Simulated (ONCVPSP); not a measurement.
u(r) = r·R(r): atom against pseudo-atom (vanadium (V))

Columns: radius, all-electron u(r) and pseudo u(r) of the 3p shell (level -51.65 eV) of vanadium in the configuration [Ne] 3s2 3p6 3d3 4s1; PBE, scalar-relativistic, ONCV scheme, ONCVPSP 4.0.1.

```json
{"r (bohr)": "0.103", "all-electron": "-0.4455", "pseudo": "0.0396"}
{"r (bohr)": "0.205", "all-electron": "-0.5073", "pseudo": "0.1537"}
{"r (bohr)": "0.308", "all-electron": "-0.1688", "pseudo": "0.3235"}
{"r (bohr)": "0.410", "all-electron": "0.2594", "pseudo": "0.5221"}
{"r (bohr)": "0.513", "all-electron": "0.6256", "pseudo": "0.7231"}
{"r (bohr)": "0.615", "all-electron": "0.8755", "pseudo": "0.8900"}
{"r (bohr)": "0.718", "all-electron": "1.0164", "pseudo": "1.0114"}
{"r (bohr)": "0.820", "all-electron": "1.0668", "pseudo": "1.0654"}
{"r (bohr)": "0.923", "all-electron": "1.0540", "pseudo": "1.0539"}
{"r (bohr)": "1.025", "all-electron": "1.0006", "pseudo": "1.0005"}
{"r (bohr)": "1.128", "all-electron": "0.9231", "pseudo": "0.9229"}
{"r (bohr)": "1.230", "all-electron": "0.8352", "pseudo": "0.8351"}
{"r (bohr)": "1.332", "all-electron": "0.7445", "pseudo": "0.7444"}
{"r (bohr)": "1.435", "all-electron": "0.6553", "pseudo": "0.6553"}
{"r (bohr)": "1.538", "all-electron": "0.5716", "pseudo": "0.5716"}
{"r (bohr)": "1.640", "all-electron": "0.4958", "pseudo": "0.4957"}
{"r (bohr)": "1.743", "all-electron": "0.4269", "pseudo": "0.4269"}
{"r (bohr)": "1.845", "all-electron": "0.3665", "pseudo": "0.3665"}
{"r (bohr)": "1.948", "all-electron": "0.3130", "pseudo": "0.3129"}
{"r (bohr)": "2.050", "all-electron": "0.2668", "pseudo": "0.2668"}
{"r (bohr)": "2.153", "all-electron": "0.2265", "pseudo": "0.2265"}
{"r (bohr)": "2.255", "all-electron": "0.1921", "pseudo": "0.1921"}
{"r (bohr)": "2.358", "all-electron": "0.1624", "pseudo": "0.1624"}
{"r (bohr)": "2.460", "all-electron": "0.1373", "pseudo": "0.1372"}
{"r (bohr)": "2.562", "all-electron": "0.1158", "pseudo": "0.1158"}
{"r (bohr)": "2.665", "all-electron": "0.0974", "pseudo": "0.0974"}
```

Question: How many radial nodes do the two functions have?

Answer: The all-electron 3p function has n − l − 1 = 1; the pseudo-wave has 0, since the states of the same l below it are removed with the core.

Question: At about which radius was the pseudo-wave matched?

Answer: 1.00 bohr, where the columns begin to agree (steps of 0.10 bohr).

Question: Is the pseudo-wave norm-conserving?

Answer: Yes: the ONCV scheme keeps the norm inside the radius equal to the all-electron one, which fixes the energy derivative of the logarithmic derivative at the level.
